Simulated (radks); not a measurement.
As II, configuration [Ar] 3d10 4s2 4p2. Method: scalar-relativistic Kohn-Sham, LDA (Slater exchange, Perdew-Wang correlation), spin-polarised, spherical densities, point nucleus; open shells are filled with parallel spins first; hard spherical wall at 15 bohr; computed with a radial shooting solver on a logarithmic mesh with Libxc functionals. Some entries of the table are withheld. Estimate them.

| orbital | occ. | eigenvalue (hartree) | r(max) (bohr) |
|---|---|---|---|
| 1s up | 1 | -430.2831 | 0.02978 |
| 1s down | 1 | -430.2793 | 0.02978 |
| 2s up | 1 | -54.90544 | 0.1703 |
| 2s down | 1 | -54.90335 | 0.1703 |
| 2p up | 3 | -48.24141 | 0.1363 |
| 2p down | 3 | -48.23818 | 0.1363 |
| 3s up | 1 | -7.32177 | 0.5222 |
| 3s down | 1 | -7.31702 | 0.5222 |
| 3p up | 3 | -5.26107 | 0.5210 |
| 3p down | 3 | -5.25548 | 0.5210 |
| 3d up | 5 | -1.86180 | 0.4752 |
| 3d down | 5 | -1.85294 | 0.4749 |
| 4s up | 1 | -0.89020 | 1.592 |
| 4s down | 1 | -0.83145 | 1.580 |
| 4p up | 2 | (1) | (2) |
| 4p down | 0 | (3) | (4) |
| 5s up | 0 | -0.18633 | 4.466 |
| 5s down | 0 | -0.17123 | 4.662 |
| 4d up | 0 | -0.13052 | 3.460 |
| 5p up | 0 | (5) | 5.744 |
| 4d down | 0 | -0.10528 | 4.002 |
| 5p down | 0 | (6) | 6.058 |

Answer. 
(1) 4p up eigenvalue (hartree): -0.52000
(2) 4p up r(max) (bohr): 1.892
(3) 4p down eigenvalue (hartree): -0.46204
(4) 4p down r(max) (bohr): 1.889
(5) 5p up eigenvalue (hartree): -0.11224
(6) 5p down eigenvalue (hartree): -0.10413
